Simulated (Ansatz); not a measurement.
C$_{2}$H$_{4}$AlBrO (`[Br][Al]1[CH2]O[CH2]1`), relaxed with RKS PBE-D4/def2-SVP in Ansatz 0.2.0 from a rough embedded geometry. The force threshold is 0.03 eV/Å; the program also tests the step.

The species carries charge 0 and has multiplicity 1.

Start:

```xyz
9

Br    0.205    3.462    0.574
Al    0.064    1.168    0.171
C    -0.945   -0.460    0.456
O    -0.092   -1.409   -0.185
C     0.907   -0.408   -0.607
H    -1.027   -0.773    1.529
H    -1.949   -0.510   -0.018
H     1.867   -0.679   -0.153
H     0.971   -0.391   -1.767
```

| step | energy (eV) | largest force (eV/Å) | largest move (Å) |
| --- | --- | --- | --- |
| 1 | -80796.2739 | 3.031 | 0.000 |
| 2 | -80797.0873 | 0.669 | 0.177 |
| 3 | -80797.1056 | 0.350 | 0.022 |
| 4 (rejected) | -80797.0905 | 0.644 | 0.047 |
| 5 | -80797.1128 | 0.066 | 0.016 |
| 6 | -80797.1130 | 0.008 | 0.004 |

End:

```xyz
9

Br    0.198    3.388    0.541
Al    0.065    1.143    0.179
C    -1.060   -0.454    0.538
O    -0.069   -1.209   -0.190
C     1.011   -0.382   -0.671
H    -1.160   -0.821    1.585
H    -2.062   -0.531    0.056
H     1.991   -0.712   -0.255
H     1.087   -0.421   -1.783
```

Run time 4.5 s (4 threads of a server CPU on a shared host); peak host memory 0.19 GiB.
